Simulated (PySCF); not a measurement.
Ionisation energy of Co⁷⁺ by level of theory

Co⁷⁺ [Ar] 3d2 [3d3/2^2, M_J = 2] → Co⁸⁺ [Ar] 3d1 [3d3/2^1, M_J = 3/2], as a difference of total energies. All numbers are calculated (PySCF 2.14, the two-component X2C-1e Hamiltonian, in an even-tempered Gaussian basis (18 s from 0.34 bohr⁻², ratio 2.8; 12 p from 0.45 bohr⁻², ratio 2.8; 8 d from 0.45 bohr⁻², ratio 2.8; 4 f from 1.5 bohr⁻², ratio 3)). Correlated levels: [Ne] frozen; the 72 highest virtual spinors dropped. "Screened" scales the spin-orbit matrix elements by Boettger's factors to mimic the two-electron term; Breit and QED terms are absent.

```csv
method,ionisation energy (eV)
GHF (spin-free),156.79
GMP2 (spin-free),157.24
GHF (screened spin-orbit),156.80
GMP2 (screened spin-orbit),157.23
```

Question: How much does correlation contribute at GMP2 (screened spin-orbit)?

Answer: 157.23 − (156.80) = 0.43 eV, measured against GHF (screened spin-orbit).

The labels give the starting determinants; with spin-orbit coupling the two ends relaxed to ⟨J²⟩ = 7.52, ⟨L²⟩ = 11.96, ⟨S²⟩ = 1.99 and ⟨J²⟩ = 3.78, ⟨L²⟩ = 6.00, ⟨S²⟩ = 0.75.

The determinant of Co⁷⁺ mixes levels of different J (the jj label is only the starting occupation), so the difference between spin-free and spin-orbit rows is not the physical spin-orbit shift.

For comparison: 157.8 ± 0.6 eV (semi-empirical (NIST evaluation); NIST Atomic Spectra Database, ionization energies).
